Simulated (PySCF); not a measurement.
## Correlation energy of Te(2+) (tellurium, charge +2)

[Kr] 4d10 5s2 5p2, high-spin 3P determinant. Computed with PySCF 2.14 in def2-TZVPPD with the def2 core potential (28 electrons), with scalar relativity through the core potential. Frozen: nothing; 22 electrons correlated.

```tsv
level	correlation energy (mhartree)
CCSD	-428.24
(T)	-7.23
CCSD(T)	-435.47
```

Diagnostics: T1 = 0.0061, D1 = 0.0277, largest double amplitude 0.076.

Problem. Is a single reference adequate?

Solution. Mostly. T1 lies below 0.03, but a double amplitude of this size points to a near-degeneracy that CCSD handles and MP2 describes poorly.

The basis has no tight functions for the innermost shells, so their pair energies are far from complete.

This basis was not built for core-valence correlation, so the inner-shell part is incomplete.
